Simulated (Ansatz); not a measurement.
Born–Oppenheimer molecular dynamics of C3H5B (9 atoms, charge 0, multiplicity 1). It starts from a relaxed structure.

These are results of Ansatz, RKS PBE-D4/def2-SVP, not measurements.

```yaml
ensemble: NVE (velocity Verlet)
time_step: 1 fs
steps_asked: 150
starting_velocities_drawn_for: 400 K
seed: 888491
```

Frames 2 fs apart, positions in Å, forces in eV/Å.

Velocities at 60.0 fs (Å/ps):

```
B 0.80 -0.79 0.98
C 0.50 0.56 -1.16
C 0.12 2.48 1.06
C 1.68 -1.07 0.73
H -4.23 0.89 0.15
H -4.98 -14.58 -4.91
H 0.61 -1.25 -28.10
H 0.12 -5.37 -6.03
H -27.41 5.22 20.90
```

```xyz
9
Properties=species:S:1:pos:R:3:forces:R:3 time_fs=60.0 energy_less_start_eV=0.232 T=147
B -0.016 2.102 -1.024 -0.61 -0.64 -0.99
C -0.080 0.710 -0.433 0.47 0.05 0.60
C -0.038 -0.345 0.226 -0.22 -0.39 -1.24
C 0.080 -1.674 0.826 0.32 1.23 1.43
H 0.392 2.313 -2.180 0.14 -0.15 0.60
H -0.620 2.991 -0.490 0.09 0.40 0.39
H 1.153 -1.859 1.011 0.29 -0.20 -0.17
H -0.350 -2.572 0.369 -0.29 0.03 -0.68
H -0.332 -1.584 1.854 -0.18 -0.33 0.07
9
Properties=species:S:1:pos:R:3:forces:R:3 time_fs=62.0 energy_less_start_eV=0.254 T=125
B -0.015 2.099 -1.024 -0.63 -0.73 -0.92
C -0.078 0.712 -0.435 0.48 0.08 0.56
C -0.039 -0.341 0.226 -0.24 -0.71 -1.05
C 0.083 -1.674 0.830 -0.70 1.01 1.86
H 0.386 2.312 -2.168 0.24 -0.10 0.39
H -0.629 2.971 -0.491 -0.01 0.58 0.47
H 1.161 -1.865 0.953 0.31 -0.21 0.17
H -0.355 -2.579 0.345 -0.10 0.58 -0.34
H -0.386 -1.581 1.890 0.65 -0.50 -1.14
9
Properties=species:S:1:pos:R:3:forces:R:3 time_fs=64.0 energy_less_start_eV=0.222 T=161
B -0.017 2.094 -1.027 -0.92 -0.41 -0.26
C -0.075 0.713 -0.434 0.43 0.11 0.47
C -0.040 -0.339 0.223 -0.20 -0.93 -0.74
C 0.085 -1.671 0.839 -0.65 0.63 1.10
H 0.390 2.307 -2.143 0.39 0.01 -0.10
H -0.638 2.973 -0.476 0.16 0.29 0.26
H 1.179 -1.879 0.902 -0.17 -0.11 0.38
H -0.363 -2.565 0.309 0.06 0.88 -0.02
H -0.416 -1.597 1.885 0.89 -0.47 -1.08
9
Properties=species:S:1:pos:R:3:forces:R:3 time_fs=66.0 energy_less_start_eV=0.150 T=237
B -0.022 2.087 -1.031 -1.13 0.08 0.37
C -0.070 0.715 -0.433 0.33 0.03 0.41
C -0.041 -0.340 0.218 -0.10 -0.91 -0.40
C 0.084 -1.666 0.853 0.23 0.48 -0.66
H 0.409 2.303 -2.121 0.45 0.09 -0.44
H -0.640 2.985 -0.451 0.38 -0.12 -0.07
H 1.190 -1.897 0.865 -0.60 0.01 0.53
H -0.370 -2.519 0.271 0.04 0.65 0.05
H -0.414 -1.630 1.842 0.40 -0.31 0.22
9
Properties=species:S:1:pos:R:3:forces:R:3 time_fs=68.0 energy_less_start_eV=0.140 T=252
B -0.031 2.081 -1.033 -0.89 0.46 0.37
C -0.064 0.717 -0.429 0.18 -0.15 0.37
C -0.043 -0.344 0.211 0.02 -0.64 -0.05
C 0.084 -1.659 0.864 1.00 0.67 -2.35
H 0.444 2.301 -2.114 0.28 0.07 -0.26
H -0.629 2.993 -0.428 0.41 -0.32 -0.28
H 1.180 -1.915 0.847 -0.47 0.03 0.56
H -0.376 -2.449 0.234 -0.15 0.05 -0.09
H -0.397 -1.675 1.808 -0.38 -0.16 1.74
9
Properties=species:S:1:pos:R:3:forces:R:3 time_fs=70.0 energy_less_start_eV=0.087 T=306
B -0.043 2.076 -1.035 -0.23 0.55 -0.10
C -0.058 0.718 -0.425 0.00 -0.33 0.31
C -0.045 -0.350 0.204 0.19 -0.19 0.27
C 0.087 -1.651 0.868 0.12 0.72 -1.60
H 0.489 2.302 -2.117 -0.07 -0.04 0.21
H -0.602 2.989 -0.415 0.21 -0.20 -0.27
H 1.154 -1.933 0.851 0.20 -0.08 0.43
H -0.387 -2.377 0.194 -0.28 -0.45 -0.15
H -0.392 -1.726 1.834 -0.14 0.03 0.90
9
Properties=species:S:1:pos:R:3:forces:R:3 time_fs=72.0 energy_less_start_eV=0.130 T=260
B -0.056 2.073 -1.037 0.51 0.28 -0.51
C -0.052 0.718 -0.419 -0.19 -0.36 0.19
C -0.046 -0.356 0.198 0.38 0.29 0.51
C 0.090 -1.640 0.867 -1.18 0.05 -0.14
H 0.532 2.302 -2.112 -0.36 -0.11 0.49
H -0.567 2.978 -0.412 -0.13 0.16 -0.09
H 1.134 -1.953 0.871 0.65 -0.15 0.22
H -0.408 -2.321 0.149 -0.12 -0.53 0.19
H -0.392 -1.776 1.892 0.44 0.38 -0.86
9
Properties=species:S:1:pos:R:3:forces:R:3 time_fs=74.0 energy_less_start_eV=0.232 T=151
B -0.067 2.071 -1.040 0.96 -0.09 -0.47
C -0.046 0.718 -0.414 -0.35 -0.20 -0.01
C -0.046 -0.362 0.193 0.53 0.65 0.68
C 0.090 -1.629 0.865 -1.15 -0.99 0.23
H 0.561 2.298 -2.089 -0.44 -0.11 0.36
H -0.537 2.973 -0.413 -0.40 0.44 0.08
H 1.137 -1.979 0.899 0.21 0.04 -0.04
H -0.433 -2.285 0.112 0.19 -0.41 0.65
H -0.376 -1.811 1.921 0.45 0.65 -1.48
9
Properties=species:S:1:pos:R:3:forces:R:3 time_fs=76.0 energy_less_start_eV=0.259 T=119
B -0.075 2.069 -1.046 0.91 -0.16 0.15
C -0.041 0.716 -0.408 -0.48 0.07 -0.21
C -0.044 -0.366 0.191 0.60 0.83 0.77
C 0.087 -1.621 0.864 -0.19 -1.65 -0.31
H 0.574 2.289 -2.054 -0.26 -0.02 -0.13
H -0.522 2.984 -0.411 -0.43 0.33 0.00
H 1.148 -2.002 0.925 -0.44 0.33 -0.30
H -0.452 -2.265 0.100 0.34 -0.40 0.80
H -0.344 -1.822 1.895 -0.06 0.68 -0.77
9
Properties=species:S:1:pos:R:3:forces:R:3 time_fs=78.0 energy_less_start_eV=0.287 T=88
B -0.080 2.066 -1.050 0.57 0.06 0.96
C -0.038 0.715 -0.402 -0.54 0.34 -0.37
C -0.040 -0.367 0.191 0.61 0.82 0.77
C 0.082 -1.618 0.861 0.81 -1.49 -1.51
H 0.578 2.280 -2.023 0.02 0.08 -0.66
H -0.523 3.007 -0.409 -0.30 -0.07 -0.24
H 1.143 -2.014 0.941 -0.51 0.40 -0.45
H -0.458 -2.260 0.116 0.21 -0.58 0.52
H -0.315 -1.808 1.844 -0.86 0.43 0.98
9
Properties=species:S:1:pos:R:3:forces:R:3 time_fs=80.0 energy_less_start_eV=0.257 T=123
B -0.082 2.064 -1.051 0.42 0.36 1.20
C -0.037 0.715 -0.398 -0.54 0.52 -0.42
C -0.035 -0.365 0.194 0.54 0.65 0.62
C 0.080 -1.620 0.854 0.74 -0.99 -1.43
H 0.582 2.274 -2.017 0.07 0.10 -0.74
H -0.535 3.027 -0.417 -0.17 -0.39 -0.41
H 1.120 -2.011 0.939 0.05 0.21 -0.39
H -0.457 -2.278 0.153 -0.08 -0.78 0.05
H -0.318 -1.776 1.827 -1.02 0.33 1.52
9
Properties=species:S:1:pos:R:3:forces:R:3 time_fs=82.0 energy_less_start_eV=0.130 T=259
B -0.083 2.062 -1.048 0.61 0.54 0.66
C -0.037 0.717 -0.396 -0.46 0.56 -0.36
C -0.028 -0.361 0.198 0.39 0.37 0.32
C 0.081 -1.625 0.843 -0.65 -0.73 0.42
H 0.587 2.272 -2.037 -0.20 -0.01 -0.29
H -0.555 3.033 -0.440 -0.13 -0.41 -0.36
H 1.100 -2.001 0.922 0.76 -0.08 -0.15
H -0.458 -2.325 0.191 -0.19 -0.60 -0.14
H -0.357 -1.732 1.862 -0.13 0.36 -0.11
```

Of the whole run (150 fs, mean temperature of the second half 196 K): The conserved energy stayed within 0.83 meV per atom of its start (net change 0.58 meV per atom), so the integration is sound. The temperature averaged 0.49 of the 400 K drawn at the start: a run that starts near a minimum puts about half its kinetic energy into the potential. A run of 0.15 ps of so small a system gives no equilibrium averages.

The run took 3.8 min on 1 CPU thread of a shared host.
